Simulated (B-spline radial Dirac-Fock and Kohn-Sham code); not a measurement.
## Two-hole binding energies of As²⁺

System: the As²⁺ ion, [Ar] 3d10 4s2 4p1, inside a Watson sphere of charge -2 and radius 2.4 Å (a model of the Madelung potential; inside it an electron's potential energy is raised by 12.0 eV).

Input of the calculation (task.json; shells as n, l, electrons):

```json
{"items": [{
  "Z": 33,
  "q": 2,
  "cfg": [[1, 0, 2], [2, 0, 2], [2, 1, 6], [3, 0, 2], [3, 1, 6], [3, 2, 10], [4, 0, 2], [4, 1, 1]],
  "A": 75,
  "rrms": 4.0968,
  "watson": [-2, 2.4],
  "do": ["binding", "quiet", "double"]
}]}
```

Command: `python xray_run.py task.json out`

These are calculated numbers from a B-spline atomic structure program; the model is multi-electron Dirac-Fock with separately optimised hole states, Breit and Lamb-shift corrections added in first order. U is the two-hole binding energy less the two single-hole energies, the effective repulsion of the holes after relaxation. Each two-hole energy is an average over J within one jj subconfiguration.

| holes | E(a) (eV) | E(b) (eV) | E(ab) (eV) | U (eV) |
| --- | --- | --- | --- | --- |
| 1s⁻² | 11887.0 | 11887.0 | 24254.8 | 480.9 |
| 1s⁻¹ 2p3/2⁻¹ | 11887.0 | 1344.2 | ? | ? |
| 1s⁻¹ 3d3/2⁻¹ | 11887.0 | 60.57 | 11977.7 | 30.1 |
| 1s⁻¹ 3d5/2⁻¹ | 11887.0 | 59.88 | 11976.8 | 30.0 |
| 2s⁻² | 1556.1 | 1556.1 | 3187.6 | 75.3 |
| 2s⁻¹ 2p1/2⁻¹ | 1556.1 | 1380.1 | 3005.0 | 68.8 |
| 2s⁻¹ 2p3/2⁻¹ | 1556.1 | 1344.2 | 2968.3 | 68.0 |
| 2p3/2⁻² | 1344.2 | 1344.2 | 2773.2 | 84.9 |
| 2s⁻¹ 3p1/2⁻¹ | 1556.1 | 168.3 | 1756.8 | 32.4 |
| 2s⁻¹ 3p3/2⁻¹ | 1556.1 | 163.2 | 1751.4 | 32.0 |
| 2s⁻¹ 3d3/2⁻¹ | 1556.1 | 60.57 | 1647.9 | 31.2 |
| 2p1/2⁻¹ 3d3/2⁻¹ | 1380.1 | 60.57 | 1470.9 | 30.3 |
| 3p1/2⁻² | 168.3 | 168.3 | 365.8 | 29.2 |
| 3d3/2⁻¹ 3d5/2⁻¹ | 60.57 | 59.88 | 147.2 | 26.7 |

Problem. Give the missing two-hole energy and U.

Solution. E(ab) = 13353.1 eV and U = 122.0 eV.
